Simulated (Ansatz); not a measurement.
Input for Ansatz (development build ahead of 0.2.0):

```yaml
crystal:
  periodic: [false, false, false]
  atoms:
    - { symbol: H, position_ang: [2.3, 0.0, 0.0] }
    - { symbol: H, position_ang: [1.434, 1.7982, 0.0] }
    - { symbol: H, position_ang: [-0.5118, 2.2424, 0.0] }
    - { symbol: H, position_ang: [-2.0722, 0.998, 0.0] }
    - { symbol: H, position_ang: [-2.0722, -0.998, 0.0] }
    - { symbol: H, position_ang: [-0.5118, -2.2424, 0.0] }
    - { symbol: H, position_ang: [1.434, -1.7982, 0.0] }
basis:
  gaussian: { orbitals: pcseg-2 }
magnetization:
  spin_polarized: true
  initial_magnetization: 1
hamiltonian:
  xc: pbe
```

The input is written out in the form of the current development build from the run's settings.

Results

- Converged: yes
- Total energy: -3.56797 hartree
- Spin squared of the determinant: 2.183
- Stability test: minimum

Caution: the unrestricted determinant is a mixture of spin states.
